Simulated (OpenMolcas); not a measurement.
CH4AlO2 (SMILES C[O][Al][OH]): entropy by statistical mechanics

A doublet with charge 0, relaxed at UHF/6-31G* (Cartesian functions) (OpenMolcas 26.06):

```xyz
8

C     0.2923    1.3673   -0.6691
O    -0.0345    0.2881    0.1388
Al   -0.0608   -1.3932    0.0946
O    -0.5998   -2.1998    1.4878
H     0.6570    1.0573   -1.6463
H    -0.5782    1.9976   -0.8195
H     1.0642    1.9661   -0.1966
H    -0.6483   -3.1404    1.5546
```

Harmonic wavenumbers in cm⁻¹: 53, 95, 127, 266, 316, 648, 716, 912, 1286, 1309, 1336, 1647, 1656, 1664, 3179, 3236, 3257, 4176.

Masses in u: C 12.011, O 15.999, Al 26.982, H 1.008. Take T = 298.15 K, p = 1 bar, R = 8.3145 J/(mol K), kT/hc = 207.22 cm⁻¹, rigid rotor and harmonic oscillator.

Q: Work out S° at 298 K.

A: 
1. Translation (Sackur–Tetrode): S = R[3/2 ln M + 5/2 ln T − 1.1517] with M = 75.023 gives 162.7 J/(mol K).
2. Rotation: principal moments 14.573, 177.039, 188.501 u Å² give A, B, C = 1.1568, 0.0952, 0.0894 cm⁻¹; the symmetry number is σ = 1; q = (√π/σ)√((kT/hc)³/ABC) = 53285; S = R(ln q + 3/2) = 103.0.
3. Vibration: with u = ν̃/207.22, each mode gives R[u/(eᵘ − 1) − ln(1 − e⁻ᵘ)]; the sum is 63.1, most from 53 cm⁻¹ (19.7), 95 cm⁻¹ (14.9), 127 cm⁻¹ (12.5).
4. Spin: R ln 2 = 5.8.
5. Sum: 162.7 + 103.0 + 63.1 + 5.8 = 334.6 J/(mol K).

No measured value is set beside it here. Where a soft mode is a torsion, a harmonic oscillator describes it poorly. One conformer is counted; others would raise S. Unscaled Hartree–Fock wavenumbers run high.
